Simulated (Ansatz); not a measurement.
```xyz
3

Si    0.0000    0.0000    0.0000
Si    0.0000    1.3715    1.6906
Si    0.0000   -1.3715    1.6906
```

Basis set: cc-pVDZ (spherical functions). Correlated methods keep 15 orbitals frozen. Charge 0, multiplicity 1.

Computed with Ansatz (development build ahead of 0.2.0); the reference of a correlated method needn't be the lowest determinant of its kind. Restricted open shells among the atoms or ions are ROHF, correlated in semicanonical orbitals with singles.

(1) Give the atomization energy at this shape (free ground-state atoms in the same class of orbitals less the molecule, no zero-point energy) of singlet Si₃ by RHF-CCSD(T), RHF-CCSD.

Results:

(1)

```json
{"method": "RHF-CCSD(T)", "atomization energy": "596.8 kJ/mol"}
{"method": "RHF-CCSD", "atomization energy": "548.7 kJ/mol"}
```

Caution: large share of triples, a single reference is doubtful; no unrestricted run beside it, a lower state can exist; the reference determinant was not shown to be the lowest.
